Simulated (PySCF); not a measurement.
Predicted microwave data (PBE0/pcSseg-1 in PySCF (dipole) on a GFN2-xTB geometry, gas phase) for one isomer of C6H11PS:

```
Rotational constants : A = 1784, B = 1253, C = 877.2 MHz
Dipole components    : |μa| = 1.62 D, |μb| = 4.26 D, |μc| = 0.31 D
Inertial defect      : -110.37 u·Å²
κ                    : -0.17
```

**Question.** Which structure is it? (One computed conformer of each.)
A. `[CH3:1][S:2][CH2:3][P:4]=[C:5]=[C:6]([CH3:7])[CH3:8]` with C1–S2–C3–P4 65°, S2–C3–P4–C5 173°
B. `S=[P@]12CC[C@H](CC1)C2`
C. `[CH2:1]=[C:2]([CH3:3])[P@H:4](=[S:5])[CH:6]1[CH2:7][CH2:8]1` with C1–C2–P4–S5 5°, C2–P4–C6–C7 88°
D. `[CH2:1]=[CH:2][C@@H:3]1[C@@H:4]([CH3:5])[CH2:6][P@H:7]1=[S:8]` with C1–C2–C3–C4 -139°, C2–C3–C4–C5 94°, C3–C4–C6–P7 21°, C4–C6–P7–S8 -141°, C2–C3–P7–C6 140°

**Answer.** C. It is C=C(C)[P@H](=S)C1CC1, an asymmetric top, point group C1. The candidates at the same level (rigid rotor, commonest isotopes):

| SMILES | A (MHz) | B (MHz) | C (MHz) | μa (D) | μb (D) | μc (D) | Δ (u·Å²) | point group | rotor |
| --- | --- | --- | --- | --- | --- | --- | --- | --- | --- |
| CSCP=C=C(C)C | 3675 | 527.3 | 507.1 | 2.32 | 1.02 | 1.27 | -99.34 | C1 | near-prolate asymmetric top |
| S=[P@]12CC[C@H](CC1)C2 | 2804 | 1177 | 1062 | 5.14 | 0.00 | 0.20 | -133.78 | Cs | asymmetric top |
| C=C[C@@H]1[C@@H](C)C[P@H]1=S | 1779 | 1082 | 748.8 | 4.22 | 1.39 | 1.26 | -76.03 | C1 | asymmetric top |
| C=C(C)[P@H](=S)C1CC1 | 1784 | 1253 | 877.2 | 1.62 | 4.26 | 0.31 | -110.37 | C1 | asymmetric top |

`S=[P@]12CC[C@H](CC1)C2` has A 57 % too high; `C=C[C@@H]1[C@@H](C)C[P@H]1=S` has C 15 % too low; `CSCP=C=C(C)C` has A 106 % too high. No structure here is proved a minimum.
